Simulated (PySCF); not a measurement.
## Exercise with solution: oscillator strength and radiative lifetime

B(H)(OH)(SMe) (CH5BOS), SMILES B(SC)O.

Geometry: B3LYP-D3(BJ)/def2-SVP. The values are those of a single conformer.

PySCF with TDA-CAM-B3LYP/def2-SVPD puts the first singlet state with f over 0.02 at 6.53 eV (vertical), with the transition dipole (-0.021, 1.099, 0.000) in atomic units.

Task: Find the oscillator strength, the wavelength and the radiative lifetime that this transition would have in vacuum if emission retraced absorption.

Result: 
|μ|² = 1.2082 au, so |μ| = 2.79 D. ΔE = 6.53/27.211 = 0.2400 hartree. f = (2/3) ΔE |μ|² = 0.193 (the program prints 0.193).
λ = 1239.84/6.53 = 190 nm; ν = 52668 cm⁻¹.
Einstein's coefficient A = 0.6670 ν² f s⁻¹ (ν in cm⁻¹) = 3.6e8 s⁻¹, so τ = 1/A = 2.8 ns. This state is S2; the lower singlet has f = 0.002. The figure is the radiative limit of this one transition; relaxation, internal conversion, crossing to triplets and a medium change what is measured.
